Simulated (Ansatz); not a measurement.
Input file for Ansatz (an electronic-structure program): U-r2SCAN/cc-pVTZ on GeH2 (SMILES [GeH2]), a point of a bond scan (R = 1.439 Å).

Ansatz 0.2 input:
```yaml
crystal:
  periodic: [false, false, false]
  atoms:
    - {symbol: Ge, position_ang: [0.00662121, -0.00051204, 0.06580777]}
    - {symbol: H, position_ang: [-0.11025547, -1.01617817, -0.94744795]}
    - {symbol: H, position_ang: [-0.08863693, 1.14541518, -1.04581664]}
basis:
  gaussian:
    orbitals: cc-pVTZ
hamiltonian:
  xc: {name: r2SCAN}
magnetization: {spin_polarized: true, initial_magnetization: 0}
```

Output:

```
WARN ansatz: RAYON_NUM_THREADS=1 ignored (pool sized by the plan → 1); use --threads N
Functional definition: r2SCAN
integrals: 0.01 GiB planned
477 factors; their error is unknown
mean field: 0.19 GiB planned
mean field evaluation 1: about -56549.0238 eV, gradient 1.0e1 eV
mean field evaluation 2: about -56549.2949 eV, gradient 7.9e0 eV
mean field evaluation 4: about -56549.5555 eV, gradient 2.6e-1 eV
mean field evaluation 8: about -56549.5551 eV, gradient 2.1e-3 eV
mean field evaluation 16: about -56549.5551 eV, gradient 6.5e-6 eV
mean field -56549.55510821 eV, -2078.1578195616 hartree, gradient 6.4e-6 eV, S^2 0.000000; 1 other end points of the search recorded, 0 dependent functions left out
reference -56549.55511925 eV, -2078.1578199672 hartree; 17, 17 occupied and 54, 54 virtual orbitals, 477 factors
Total energy: -56549.55511925 eV, -2078.1578199672 hartree
```

The calculation finished and met its thresholds.

Cost: roughly 4 core-seconds.
